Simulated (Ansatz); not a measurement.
`C[CH](C)[MgH]` + NH₃ → `[NH2][MgH]` + `CCC` at 400 K and 1 bar (ligand exchange at a Mg–C bond).

Program: Ansatz. Geometries: PBE0-D4/def2-TZVP. ΔE: electronic, gas phase. CCSD(T)/CBS is the MP2 limit (def2-TZVPP, def2-QZVPP) plus CCSD(T) − MP2 in def2-TZVPP, frozen cores. This one scheme is used for every species. For Mg outer-core shells are correlated without core-valence functions, which leaves a few kJ/mol of doubt a bond.

```csv
species,CCSD(T)/CBS energy (Eh),H − E (kJ/mol),S (J/(mol·K))
`C[CH](C)[MgH]`,-318.83443,285.4,361.3
NH₃,-56.50880,104.2,203.1
`[NH2][MgH]`,-256.40266,96.1,270.4
`CCC`,-118.98051,294.1,291.8
```

H − E and S are ideal-gas, rigid-rotor, harmonic terms from PBE0-D4/def2-TZVP. 1 Eh = 2625.50 kJ/mol, R = 8.31446 J/(mol·K).

**Question.** By hand: ΔE, ΔH, ΔS and ΔG.

**Answer.** ΔE = (-256.40266) + (-118.98051) − (-318.83443) − (-56.50880) = -0.03994 Eh = -104.9 kJ/mol. Δ(H − E) = 96.1 + 294.1 − 285.4 − 104.2 = 0.6, so ΔH = -104.3 kJ/mol. ΔS = 270.4 + 291.8 − 361.3 − 203.1 = -2.2 J/(mol·K). ΔG = -104.3 − 400 × (-2.2)/1000 = -103.4 kJ/mol.

**Question.** By hand: the equilibrium constant, and the temperature at which ΔG would vanish if ΔH and ΔS stayed fixed.

**Answer.** log₁₀ K = −ΔG/(RT ln 10) = 13.5. ΔG = 0 at ΔH/ΔS = 47409 K, far beyond where these terms or the molecules hold.

The number of gas molecules stays the same, so ΔS is small and ΔH decides. A doubt of 5 kJ/mol in ΔE shifts log₁₀ K by 0.7 here. These are equilibria of isolated gas molecules and say nothing of rates. Largest T1 diagnostic: 0.009 (customary marks: 0.02 for closed shells, 0.045 for open ones).
